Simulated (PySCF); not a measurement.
**Electron correlation in Ga³⁺ (gallium, charge +3)**

[Ar] 3d10, closed-shell 1S. Calculation: PySCF 2.14, in def2-TZVPPD (7s5p5d1f, 54 functions); no relativity, point nucleus. Frozen: [Ne]; 18 electrons correlated.

| level | correlation energy (mhartree) |
| --- | --- |
| CCSD | -226.68 |
| (T) | -4.95 |
| CCSD(T) | -231.63 |

Diagnostics: T1 = 0.0068, D1 = 0.0127, largest double amplitude 0.011.

Cost of the coupled-cluster step: of the order of 1.8 core-seconds, for 18 correlated electrons.

This basis was not built for core-valence correlation, so the inner-shell part is incomplete.
